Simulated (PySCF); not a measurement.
F3OW, charge +1, singlet, at a GFN2-xTB geometry (such geometries of metal compounds can be far from the true shape) (the multiplicity is a formal guess) (core potentials on W); BLYP/def2-SVP in PySCF.

PySCF was given this input:
```python
from pyscf import gto, scf, dft

mol = gto.Mole()
mol.atom = '''
W 
O  1 1.671977
F  1 1.785684 2 113.419397
F  1 1.785684 2 113.419397 3 -120.000000
F  1 1.785684 2 113.419397 4 -120.000000
'''
mol.basis = 'def2-svp'
mol.ecp = {'W': 'def2-svp'}
mol.charge = 1
mol.spin = 0
mol.verbose = 4
mol.build()

mf = dft.RKS(mol)
mf.xc = 'blyp'
mf.kernel()
mf.analyze()
```

It wrote (shortened):

```
PySCF version 2.14.0

[INPUT] verbose = 4
[INPUT] num. atoms = 5
[INPUT] num. electrons = 48
[INPUT] charge = 1
[INPUT] spin (= nelec alpha-beta = 2S) = 0
[INPUT] symmetry False subgroup None
[INPUT] Mole.unit = angstrom
[INPUT] Symbol           X                Y                Z      unit          X                Y                Z       unit  Magmom
[INPUT]  1 W      0.000000000000   0.000000000000   0.000000000000 AA    0.000000000000   0.000000000000   0.000000000000 Bohr   0.0
[INPUT]  2 O      1.671977000000   0.000000000000   0.000000000000 AA    3.159578616572   0.000000000000   0.000000000000 Bohr   0.0
[INPUT]  3 F     -0.709735401811   0.000000000000   1.638579570015 AA   -1.341205530331   0.000000000000   3.096466620637 Bohr   0.0
[INPUT]  4 F     -0.709735401811  -1.419051533755  -0.819289785008 AA   -1.341205530331  -2.681618755442  -1.548233310318 Bohr   0.0
[INPUT]  5 F     -0.709735401811   1.419051533755  -0.819289785008 AA   -1.341205530331   2.681618755442  -1.548233310318 Bohr   0.0

nuclear repulsion = 232.312539464077
number of shells = 36
number of NR pGTOs = 153
number of NR cGTOs = 88
basis = def2-svp
ecp = {'W': 'def2-svp'}

******** <class 'pyscf.dft.rks.RKS'> ********
method = RKS
initial guess = minao
damping factor = 0
level_shift factor = 0
DIIS = <class 'pyscf.scf.diis.CDIIS'>
diis_start_cycle = 1
diis_space = 8
diis_damp = 0
SCF conv_tol = 1e-09
SCF conv_tol_grad = None
SCF max_cycles = 50
direct_scf = True
direct_scf_tol = 1e-13
XC library pyscf.dft.libxc version 7.1.2
    S. Lehtola, C. Steigemann, M. J. T. Oliveira, and M. A. L. Marques,  SoftwareX 7, 1–5 (2018)
XC functionals = blyp
    A. D. Becke,  Phys. Rev. A 38, 3098 (1988)
    C. Lee, W. Yang, and R. G. Parr,  Phys. Rev. B 37, 785 (1988)
    B. Miehlich, A. Savin, H. Stoll, and H. Preuss,  Chem. Phys. Lett. 157, 200 (1989)
radial grids:
    Treutler-Ahlrichs [JCP 102, 346 (1995); DOI:10.1063/1.469408] (M4) radial grids

becke partition: Becke, JCP 88, 2547 (1988); DOI:10.1063/1.454033
pruning grids: <function nwchem_prune>
grids dens level: 3
symmetrized grids: False
atomic radii adjust function: <function treutler_atomic_radii_adjust>
small_rho_cutoff = 0
Set gradient conv threshold to 3.16228e-05
Initial guess from minao.
tot grids = 81176
init E= -429.572569324215
  HOMO = -0.643399431955932  LUMO = -0.318512967771913  gap/eV = 8.84061
cycle= 1 E= -440.741859868143  delta_E= -11.2  |g|= 1.79  |ddm|= 7.14
  HOMO = -0.498045453954649  LUMO = -0.471516748651769  gap/eV = 0.72188
cycle= 2 E= -431.472058906382  delta_E= 9.27  |g|= 5.69  |ddm|= 5.88
  HOMO = -0.572925673592362  LUMO = -0.350236735844045  gap/eV = 6.05967
cycle= 3 E= -441.135959539234  delta_E= -9.66  |g|= 1.14  |ddm|= 5.33
  HOMO = -0.545865600712376  LUMO = -0.389121322794211  gap/eV = 4.26523
cycle= 4 E= -441.140390243964  delta_E= -0.00443  |g|= 1.18  |ddm|=  1.5
  HOMO = -0.608955112255859  LUMO = -0.425623969949465  gap/eV = 4.98869
cycle= 5 E= -441.397696587467  delta_E= -0.257  |g|= 0.19  |ddm|= 0.743
  HOMO = -0.586716578425514  LUMO = -0.403325642503358  gap/eV = 4.99032
cycle= 6 E= -441.399300451506  delta_E= -0.0016  |g|= 0.179  |ddm|= 0.164
  HOMO = -0.595772579115057  LUMO = -0.406419853006777  gap/eV = 5.15255
cycle= 7 E= -441.404959385776  delta_E= -0.00566  |g|= 0.0524  |ddm|= 0.0851
  HOMO = -0.596242019322764  LUMO = -0.405120109201153  gap/eV = 5.20069
cycle= 8 E= -441.405436007095  delta_E= -0.000477  |g|= 0.0157  |ddm|= 0.0235
  HOMO = -0.596699816596977  LUMO = -0.404905243322029  gap/eV = 5.21900
cycle= 9 E= -441.40548244804  delta_E= -4.64e-05  |g|= 0.00284  |ddm|= 0.00838
  HOMO = -0.596790337539811  LUMO = -0.404837376991747  gap/eV = 5.22331
cycle= 10 E= -441.405483851448  delta_E= -1.4e-06  |g|= 0.00119  |ddm|= 0.00232
  HOMO = -0.596802629192424  LUMO = -0.404833935148383  gap/eV = 5.22373
cycle= 11 E= -441.405484106093  delta_E= -2.55e-07  |g|= 0.000128  |ddm|= 0.000781
  HOMO = -0.596800014768751  LUMO = -0.40483536983373  gap/eV = 5.22362
cycle= 12 E= -441.40548410944  delta_E= -3.35e-09  |g|= 2.59e-05  |ddm|= 7.73e-05
  HOMO = -0.596799670525933  LUMO = -0.404836365811727  gap/eV = 5.22359
cycle= 13 E= -441.405484109573  delta_E= -1.34e-10  |g|= 4.77e-06  |ddm|= 1.45e-05
  HOMO = -0.596798299697025  LUMO = -0.404836577375495  gap/eV = 5.22354
Extra cycle  E= -441.405484109455  delta_E= 1.18e-10  |g|= 2.49e-05  |ddm|= 1.93e-05
converged SCF energy = -441.405484109455
**** SCF Summaries ****
Total Energy =                        -441.405484109455301
Nuclear Repulsion Energy =             232.312539464077446
One-electron Energy =                -1083.061006740638504
Two-electron Energy =                  409.342983167105842
Two-electron Coulomb Energy =          456.534617695413658
DFT Exchange-Correlation Energy =      -47.191634528307830
HOMO-LUMO gap [eV] =                     5.223544527155219
**** MO energy ****
MO #1   energy= -24.607167408777   occ= 2
MO #2   energy= -24.6070867762367  occ= 2
MO #3   energy= -24.6070858895477  occ= 2
MO #4   energy= -19.099548314714   occ= 2
MO #5   energy= -3.2631859744414   occ= 2
MO #6   energy= -1.95825187914732  occ= 2
MO #7   energy= -1.9582516758227   occ= 2
MO #8   energy= -1.95421740127059  occ= 2
MO #9   energy= -1.34977681295606  occ= 2
MO #10  energy= -1.33870761119332  occ= 2
MO #11  energy= -1.33870723464754  occ= 2
MO #12  energy= -1.11407530143151  occ= 2
MO #13  energy= -0.738098747355565 occ= 2
MO #14  energy= -0.738097087797032 occ= 2
MO #15  energy= -0.723469750890783 occ= 2
MO #16  energy= -0.718184759995959 occ= 2
MO #17  energy= -0.71818390107419  occ= 2
MO #18  energy= -0.68941311521489  occ= 2
MO #19  energy= -0.660922829313473 occ= 2
MO #20  energy= -0.660922256776471 occ= 2
MO #21  energy= -0.657761343041914 occ= 2
MO #22  energy= -0.605322576576352 occ= 2
MO #23  energy= -0.596798598806637 occ= 2
MO #24  energy= -0.596798299697025 occ= 2
MO #25  energy= -0.404836577375495 occ= 0
MO #26  energy= -0.404835955774329 occ= 0
MO #27  energy= -0.321399211736272 occ= 0
MO #28  energy= -0.315853322904822 occ= 0
MO #29  energy= -0.315853257919808 occ= 0
MO #30  energy= -0.242908887690522 occ= 0
MO #31  energy= -0.150902190986498 occ= 0
MO #32  energy= -0.150900186306061 occ= 0

WARN: System has nonzero charge 1; the dipole moment is origin-dependent.
Location of origin: [0. 0. 0.]

Dipole moment(X, Y, Z, Debye): -0.64072,  0.00000,  0.00001
```
